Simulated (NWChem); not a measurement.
All runs are NWChem calculations. System: H$_{2}$AlCl, charge 1, spin multiplicity 2, at the geometry of a parent with another charge or spin, in a state set for the comparison that need not be this species' ground state. Its SCF solution wasn't tested for a lower state. Level: UPBE/pcseg-2.

Input file:

```
start mol
memory heap 200 mb stack 900 mb global 1100 mb
charge 1
geometry units angstroms nocenter noautoz
  Al     0.000000     0.000000    -1.073828
  H     -1.400689     0.000000    -1.802975
  H      1.400689     0.000000    -1.802975
  Cl     0.000000     0.000000     1.033277
  symmetry group C2v
end
basis spherical
  * library pcseg-2
end
dft
  xc xpbe96 cpbe96
  odft
  mult 2
  semidirect memsize 60000000 filesize 0
  iterations 100
end
task dft energy
```

NWChem printed:

```
             Northwest Computational Chemistry Package (NWChem) 7.3.0
             --------------------------------------------------------

                                NWChem Input Module
                                -------------------

 Scaling coordinates for geometry "geometry" by  1.889725989
 (inverse scale =  0.529177249)

 Turning off AUTOSYM since
 SYMMETRY directive was detected!

                             Geometry "geometry" -> ""
                             -------------------------

 Output coordinates in angstroms (scale by  1.889725989 to convert to a.u.)

  No.       Tag          Charge          X              Y              Z
 ---- ---------------- ---------- -------------- -------------- --------------
    1 Al                  13.0000     0.00000000     0.00000000    -1.07382800
    2 H                    1.0000    -1.40068900     0.00000000    -1.80297500
    3 H                    1.0000     1.40068900     0.00000000    -1.80297500
    4 Cl                  17.0000     0.00000000     0.00000000     1.03327700

 Effective nuclear repulsion energy (a.u.)      70.0914170218

            Nuclear Dipole moment (a.u.)
            ----------------------------
        X                 Y               Z
 ---------------- ---------------- ----------------
     0.0000000000     0.0000000000    -0.0000094486

      Symmetry information
      --------------------

 Group name             C2v
 Group number             16
 Group order               4
 No. of unique centers     3

      Symmetry unique atoms

     1    2    4


 Summary of "ao basis" -> "" (spherical)
 ------------------------------------------------------------------------------
       Tag                 Description            Shells   Functions and Types
 ---------------- ------------------------------  ------  ---------------------
 *                          pcseg-2                   on all atoms

  pbe96 is a nonlocal functional; adding pw91lda local functional.

                                 NWChem DFT Module
                                 -----------------

 Summary of "ao basis" -> "ao basis" (spherical)
 ------------------------------------------------------------------------------
       Tag                 Description            Shells   Functions and Types
 ---------------- ------------------------------  ------  ---------------------
 Al                         pcseg-2                 12       34   5s4p2d1f
 H                          pcseg-2                  6       14   3s2p1d
 Cl                         pcseg-2                 12       34   5s4p2d1f

 Summary of "ao basis" -> "ao basis" (spherical)
 ------------------------------------------------------------------------------
       Tag                 Description            Shells   Functions and Types
 ---------------- ------------------------------  ------  ---------------------
 Al                         pcseg-2                 12       34   5s4p2d1f
 H                          pcseg-2                  6       14   3s2p1d
 Cl                         pcseg-2                 12       34   5s4p2d1f

      Symmetry analysis of basis
      --------------------------

        a1         40
        a2         10
        b1         26
        b2         20

            General Information
            -------------------
          SCF calculation type: DFT
          Wavefunction type:  spin polarized.
          No. of atoms     :     4
          No. of electrons :    31
           Alpha electrons :    16
            Beta electrons :    15
          Charge           :     1
          Spin multiplicity:     2
          Use of symmetry is: on ; symmetry adaption is: on
          Maximum number of iterations: 100
          AO basis - number of functions:    96
                     number of shells:    36
          Convergence on energy requested:  1.00D-06
          Convergence on density requested:  1.00D-05
          Convergence on gradient requested:  5.00D-04

              XC Information
              --------------
          PerdewBurkeErnzerhof Exchange Functional  1.000
            Perdew 1991 LDA Correlation Functional  1.000 local
           PerdewBurkeErnz. Correlation Functional  1.000 non-local

             Grid Information
             ----------------
          Grid used for XC integration:  medium
          Radial quadrature: Mura-Knowles
          Angular quadrature: Lebedev.
          Tag              B.-S. Rad. Rad. Pts. Rad. Cut. Ang. Pts.
          ---              ---------- --------- --------- ---------
          Al                  1.25       88           9.0       590
          H                   0.35       45          10.0       434
          Cl                  1.00       88          11.0       590
          Grid pruning is: on
          Number of quadrature shells:   221
          Spatial weights used:  Erf1

          Convergence Information
          -----------------------
          Convergence aids based upon iterative change in
          total energy or number of iterations.
          Levelshifting, if invoked, occurs when the
          HOMO/LUMO gap drops below (HL_TOL):  1.00D-02
          DIIS, if invoked, will attempt to extrapolate
          using up to (NFOCK): 10 stored Fock matrices.

                    Damping( 0%)  Levelshifting(0.5)       DIIS
                  --------------- ------------------- ---------------
          dE  on:    start            ASAP                start
          dE off:    2 iters        100 iters           100 iters

      Screening Tolerance Information
      -------------------------------
[...]
     6      0.095162  1 Al px                12     -0.089075  1 Al px

 Vector   16  Occ=1.000000D+00  E=-5.446786D-01  Symmetry=b2
              MO Center= -5.2D-16, -5.3D-16,  9.1D-01, r^2= 1.3D+00
   Bfn.  Coefficient  Atom+Function         Bfn.  Coefficient  Atom+Function
  ----- ------------  ---------------      ----- ------------  ---------------
    75      0.574305  4 Cl py                78      0.285365  4 Cl py
    69     -0.274186  4 Cl py                72      0.260321  4 Cl py
    13      0.103373  1 Al py                 7     -0.051003  1 Al py
    24      0.050347  1 Al d -1              10      0.043569  1 Al py
    86     -0.033516  4 Cl d -1

 Vector   17  Occ=0.000000D+00  E=-3.113915D-01  Symmetry=b2
              MO Center=  1.6D-15,  1.7D-15, -1.1D+00, r^2= 3.1D+00
   Bfn.  Coefficient  Atom+Function         Bfn.  Coefficient  Atom+Function
  ----- ------------  ---------------      ----- ------------  ---------------
    13      0.701911  1 Al py                16      0.237686  1 Al py
     7     -0.228337  1 Al py                10      0.202263  1 Al py
    78     -0.168704  4 Cl py                75     -0.165992  4 Cl py
    72     -0.084554  4 Cl py                69      0.079317  4 Cl py
    86     -0.054703  4 Cl d -1              42      0.037052  2 H  py

 Vector   18  Occ=0.000000D+00  E=-2.590268D-01  Symmetry=a1
              MO Center=  1.7D-15, -2.4D-15, -7.9D-01, r^2= 3.8D+00
   Bfn.  Coefficient  Atom+Function         Bfn.  Coefficient  Atom+Function
  ----- ------------  ---------------      ----- ------------  ---------------
     5      1.380197  1 Al s                  4      0.569166  1 Al s
    37     -0.501549  2 H  s                 51     -0.501549  3 H  s
    67     -0.422759  4 Cl s                 79      0.312886  4 Cl pz
     3     -0.310552  1 Al s                 36     -0.289545  2 H  s
    50     -0.289545  3 H  s                 76      0.267421  4 Cl pz

 Vector   19  Occ=0.000000D+00  E=-2.136415D-01  Symmetry=a1
              MO Center= -6.5D-15, -2.0D-15, -1.5D+00, r^2= 4.6D+00
   Bfn.  Coefficient  Atom+Function         Bfn.  Coefficient  Atom+Function
  ----- ------------  ---------------      ----- ------------  ---------------
     5      0.808382  1 Al s                 14     -0.760029  1 Al pz
    17     -0.701948  1 Al pz                37     -0.624898  2 H  s
    51     -0.624898  3 H  s                 67      0.411484  4 Cl s
    36     -0.253170  2 H  s                 50     -0.253170  3 H  s
     4      0.188215  1 Al s                 76     -0.142640  4 Cl pz

                     DFT Final Beta Molecular Orbital Analysis
                     -----------------------------------------

 Vector   13  Occ=1.000000D+00  E=-5.621916D-01  Symmetry=a1
              MO Center=  1.3D-13, -7.2D-16, -3.5D-01, r^2= 3.5D+00
   Bfn.  Coefficient  Atom+Function         Bfn.  Coefficient  Atom+Function
  ----- ------------  ---------------      ----- ------------  ---------------
    76      0.422915  4 Cl pz                70     -0.202255  4 Cl pz
    73      0.190713  4 Cl pz                14     -0.188564  1 Al pz
     4      0.175035  1 Al s                 36      0.163001  2 H  s
    50      0.163001  3 H  s                 79      0.163058  4 Cl pz
     8      0.141078  1 Al pz                35      0.132402  2 H  s

 Vector   14  Occ=1.000000D+00  E=-5.480892D-01  Symmetry=b1
              MO Center=  4.0D-15, -7.9D-16, -9.6D-02, r^2= 3.1D+00
   Bfn.  Coefficient  Atom+Function         Bfn.  Coefficient  Atom+Function
  ----- ------------  ---------------      ----- ------------  ---------------
    74      0.428567  4 Cl px                12      0.237597  1 Al px
    68     -0.205097  4 Cl px                77      0.199356  4 Cl px
    71      0.193471  4 Cl px                36     -0.137309  2 H  s
    50      0.137309  3 H  s                  6     -0.134816  1 Al px
    35     -0.128506  2 H  s                 49      0.128506  3 H  s

 Vector   15  Occ=1.000000D+00  E=-5.390005D-01  Symmetry=b2
              MO Center= -6.8D-16,  6.9D-16,  9.0D-01, r^2= 1.3D+00
   Bfn.  Coefficient  Atom+Function         Bfn.  Coefficient  Atom+Function
  ----- ------------  ---------------      ----- ------------  ---------------
    75      0.569563  4 Cl py                78      0.287967  4 Cl py
    69     -0.272914  4 Cl py                72      0.259433  4 Cl py
    13      0.109325  1 Al py                 7     -0.053134  1 Al py
    24      0.052190  1 Al d -1              10      0.045714  1 Al py
    86     -0.034034  4 Cl d -1

 Vector   16  Occ=0.000000D+00  E=-5.075712D-01  Symmetry=b1
              MO Center=  4.0D-13, -2.6D-16, -5.8D-01, r^2= 3.7D+00
   Bfn.  Coefficient  Atom+Function         Bfn.  Coefficient  Atom+Function
  ----- ------------  ---------------      ----- ------------  ---------------
    74      0.392380  4 Cl px                36      0.239022  2 H  s
    50     -0.239022  3 H  s                 77      0.211727  4 Cl px
    68     -0.186999  4 Cl px                71      0.179835  4 Cl px
    35      0.172199  2 H  s                 49     -0.172199  3 H  s
    12     -0.140392  1 Al px                 6      0.117586  1 Al px

 Vector   17  Occ=0.000000D+00  E=-3.106308D-01  Symmetry=b2
              MO Center=  7.1D-16,  2.7D-15, -1.0D+00, r^2= 3.1D+00
   Bfn.  Coefficient  Atom+Function         Bfn.  Coefficient  Atom+Function
  ----- ------------  ---------------      ----- ------------  ---------------
    13      0.706594  1 Al py                16      0.233515  1 Al py
     7     -0.230248  1 Al py                10      0.206256  1 Al py
    75     -0.171237  4 Cl py                78     -0.171379  4 Cl py
    72     -0.086742  4 Cl py                69      0.081690  4 Cl py
    86     -0.054572  4 Cl d -1              42      0.027931  2 H  py

 Vector   18  Occ=0.000000D+00  E=-2.472912D-01  Symmetry=a1
              MO Center= -1.0D-15, -5.3D-15, -7.0D-01, r^2= 4.0D+00
   Bfn.  Coefficient  Atom+Function         Bfn.  Coefficient  Atom+Function
  ----- ------------  ---------------      ----- ------------  ---------------
     5      1.310923  1 Al s                  4      0.502180  1 Al s
    67     -0.490545  4 Cl s                 37     -0.452690  2 H  s
    51     -0.452690  3 H  s                 14      0.346144  1 Al pz
    79      0.333900  4 Cl pz                76      0.281909  4 Cl pz
     3     -0.279510  1 Al s                 36     -0.246424  2 H  s

   alpha - beta orbital overlaps
   -----------------------------

   alpha      1      2      3      4      5      6      7      8      9     10
    beta      1      2      3      5      4      6      7      8      9     10
 overlap   1.000  1.000  1.000  1.000  1.000  1.000  1.000  1.000  1.000  1.000

   alpha     11     12     13     14     15     16     17     18     19     20
    beta     11     12     14     13     16     15     17     18     19     20
 overlap   1.000  0.987  0.991  0.987  0.991  1.000  1.000  0.988  0.989  0.999

   alpha     21     22     23     24     25     26     27     28     29     30
    beta     21     22     23     24     26     25     27     28     29     30
 overlap   0.997  0.999  0.997  1.000  0.999  0.999  1.000  0.998  0.999  1.000

   alpha     31     32     33     34     35     36     37     38     39     40
    beta     31     32     34     33     35     36     37     38     39     40
 overlap   1.000  0.853  1.000  0.855  0.999  0.991  0.999  0.995  0.998  0.999

   alpha     41     42     43     44     45     46     47     48     49     50
    beta     41     43     42     44     45     46     47     48     49     50
 overlap   0.778  0.779  1.000  0.999  0.999  0.998  0.998  0.999  0.999  1.000

   alpha     51     52     53     54     55     56     57     58     59     60
    beta     51     52     54     53     55     56     57     58     59     60
 overlap   1.000  0.970  0.970  1.000  0.996  0.996  1.000  0.999  0.999  0.999

   alpha     61     62     63     64     65     66     67     68     69     70
    beta     61     62     64     63     65     66     67     68     69     70
 overlap   1.000  0.988  0.988  0.999  0.999  1.000  1.000  1.000  1.000  1.000

   alpha     71     72     73     74     75     76     77     78     79     80
    beta     71     72     73     74     75     76     77     78     79     80
 overlap   1.000  1.000  1.000  1.000  1.000  0.998  1.000  1.000  0.914  0.998

   alpha     81     82     83     84     85     86     87     88     89     90
    beta     81     82     83     84     85     86     87     88     89     90
 overlap   1.000  0.914  1.000  1.000  1.000  0.996  1.000  0.999  1.000  0.999

   alpha     91     92     93     94     95     96
    beta     91     92     93     94     95     96
 overlap   1.000  1.000  1.000  1.000  1.000  1.000

     --------------------------
     Expectation value of S2:
     --------------------------
      <S2> =      0.7558 (Exact =     0.7500)

 center of mass
 --------------
 x =   0.00000000 y =   0.00000000 z =   0.10413217

 moments of inertia (a.u.)
 ------------------
         267.135466037925           0.000000000000           0.000000000000
           0.000000000000         281.257466796427           0.000000000000
           0.000000000000           0.000000000000          14.122000758502

     Multipole analysis of the density
     ---------------------------------

     L   x y z        total         alpha         beta         nuclear
     -   - - -        -----         -----         ----         -------
     0   0 0 0      1.000000    -16.000000    -15.000000     32.000000

     1   1 0 0      0.000000      0.000000     -0.000000      0.000000
     1   0 1 0     -0.000000      0.000000     -0.000000      0.000000
     1   0 0 1     -1.633434     -0.241043     -1.392382     -0.000009

     2   2 0 0    -15.295758    -17.295615    -12.012497     14.012354
     2   1 1 0      0.000000      0.000000      0.000000      0.000000
     2   1 0 1     -0.000000     -0.000000      0.000000      0.000000
     2   0 2 0    -15.370066     -7.973798     -7.396269      0.000000
     2   0 1 1      0.000000      0.000000     -0.000000      0.000000
     2   0 0 2    -10.307941    -80.427420    -71.444890    141.564368

 Task  times  cpu:        9.6s     wall:        9.6s

 Total times  cpu:        9.6s     wall:        9.6s
```
